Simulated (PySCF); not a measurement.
A structure optimised at PBE-D3(BJ)/def2-SVP, used in a PySCF frequency run:

```xyz
3

In     0.0000     0.0000     0.0000
I      0.0000     0.0000    -2.5913
I      0.0000     0.0000     2.5913
```
Charge +1, spin multiplicity 1.

Write its SMILES, formula and point group.

[I][In+][I], I2In, D∞h

What are its rotational constants (standard atomic weights)?

0.29654 GHz (linear rotor, B only)
